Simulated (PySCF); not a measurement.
Compound: C6H10NSi (doublet state).
Cartesian coordinates in Å at the GFN2-xTB level; atoms count from 1:
```
atom  x, y, z in Å
C1     3.634    0.017   -1.406
N2     3.530   -0.911   -0.509
Si3    2.411   -1.581    0.498
C4     0.643   -1.214    0.768
C5    -0.520   -0.907    0.901
C6    -1.909   -0.526    1.039
C7    -2.356    0.363   -0.129
C8    -1.557    1.659   -0.190
H9     2.822    0.663   -1.723
H10    4.597    0.159   -1.875
H11    2.976   -2.647    1.291
H12   -2.527   -1.429    1.077
H13   -2.038    0.014    1.984
H14   -2.230   -0.187   -1.065
H15   -3.419    0.589   -0.012
H16   -0.498    1.442   -0.317
H17   -1.682    2.230    0.728
H18   -1.887    2.273   -1.025
```

The hyperfine couplings belong to this conformer and change with its torsions.

As a line formula: `C=N[SiH]C#CCCC` [radical].

Method: UKS B3LYP, pcH-1 on C H N Si, non-relativistic, mean-field spin-orbit, GIAO in PySCF 2.14.0. Geometry: GFN2-xTB, one conformer, isolated molecule. A GFN2-xTB geometry isn't a minimum of the functional, and hyperfine couplings can be far from their values at a DFT geometry, by a factor of two or more for some ions and for spin on atoms past the first row. No stability test was run, so a lower SCF solution isn't excluded.

Principal values of hyperfine tensors in MHz (contact, dipolar and spin–orbit terms together), for some of the nuclei:

```
atom  isotope       A1      A2      A3
 Si3     29Si  -275.27  -56.94  -54.55
 H11       1H   -57.94  -44.80  -42.29
  C1      13C     4.25    6.46  114.91
  H9       1H   -45.22  -30.96  -13.69
  C4      13C   -31.47  -23.27  -16.64
 H13       1H    22.43   22.74   25.85
  C5      13C    -1.06    2.85   41.76
 H12       1H    13.30   13.45   16.61
```

Give the isotropic coupling of each nucleus in MHz and in mT (g = 2.0026), and the anisotropic part.

a_iso is a third of the trace, T = A − a_iso, and a(mT) = a(MHz)/(g × 13.996). The tensors hold a spin–orbit part: the run splits a_iso into a_FC + a_SO, and T includes its anisotropic share.

| atom | a_iso (MHz) | a_FC | a_SO | a_iso (mT) | T1 | T2 | T3 |
| --- | --- | --- | --- | --- | --- | --- | --- |
| Si3 | -128.92 | -129.92 | 0.99 | -4.600 | -146.35 | 71.98 | 74.37 |
| H11 | -48.34 | -48.36 | 0.01 | -1.725 | -9.60 | 3.55 | 6.05 |
| C1 | 41.87 | 41.96 | -0.09 | 1.494 | -37.62 | -35.42 | 73.04 |
| H9 | -29.95 | -29.95 | 0.00 | -1.069 | -15.26 | -1.00 | 16.27 |
| C4 | -23.80 | -23.82 | 0.02 | -0.849 | -7.68 | 0.52 | 7.16 |
| H13 | 23.68 | 23.68 | 0.00 | 0.845 | -1.24 | -0.93 | 2.18 |
| C5 | 14.51 | 14.60 | -0.09 | 0.518 | -15.57 | -11.67 | 27.24 |
| H12 | 14.45 | 14.45 | 0.00 | 0.516 | -1.15 | -1.00 | 2.15 |

What spin density at the nucleus of C5 lies behind its contact coupling (g_N = 1.40482)?

a_FC = (2μ0/3) gₑ μB g_N μN ρ(0)/(2S·h) = 800.24 MHz × g_N × ρ(0)/(2S), with ρ in bohr⁻³. With a_FC = 14.60 MHz and 2S = 1, ρ(0) = 0.01299 bohr⁻³.

H10 (1H, g_N = 5.58569) isn't in the table. Its spin density at the nucleus is -0.007245 bohr⁻³. What is its contact coupling?

By the same relation, a_FC = -32.4 MHz. Its full tensor has the principal values -49.81, -32.68, -14.68 MHz.

Which nucleus of the table has the largest anisotropic coupling, and what is its form?

Si3: -146.4, 72.0, 74.4 MHz (the dipolar term alone has -145.4, 71.5, 74.0), axial, in the ratio +1:+1:−2, the form that spin in one p orbital centred on that nucleus gives (the nuclear moment is negative).

What first-order splitting does Si3 cause when the field lies along A1, A2 or A3 of its tensor (g taken as isotropic, no quadrupole term)?

2 lines (I = 1/2), spaced by |A_i|/(g × 13.996): 9.82, 2.03, 1.95 mT along the axes of A1, A2 and A3.

Hardware: Arm Neoverse V2, one thread, shared host with 32 logical CPUs at a one-minute load of 20. Cost: 1.7 min of wall time (grids of density and orbitals included), 1.1 GiB resident at most.
